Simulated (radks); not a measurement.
The numbers below are computed, except where a source is named.
Spherical quantum dot in the effective-mass picture: electrons in a parabolic well V = omega^2 r^2 / 2 with omega = 0.616, with a point charge +1 (a donor) at the centre, all in effective atomic units (hartree* = m*/eps^2 hartree, bohr* = eps/m* bohr), one dielectric constant everywhere. Level of theory: non-relativistic Kohn-Sham, PBE, spin-polarised, spherical densities (a radial shooting solver with Libxc functionals). Levels are named by radial order and angular momentum (1s, 1p, 1d, 2s, ...), and open shells are averaged over m.

N = 15, configuration 1s2 1p6 1d(up 5, down 0) 2s2. This is the lowest configuration that the search found. Occupied levels:

level    occupation  eigenvalue (hartree*)  <r> (bohr*)
1s up             1                 5.7079        1.789
1s down           1                 5.7385        1.695
1p up             3                 6.0819        2.602
1p down           3                 6.1476        2.564
2s up             1                 6.3434        2.421
2s down           1                 6.3927        2.479
1d up             5                 6.4193        2.967

Energy (hartree*): total 55.7362, kinetic 8.3089, external 13.933, Hartree 38.837, exchange-correlation -5.3421.
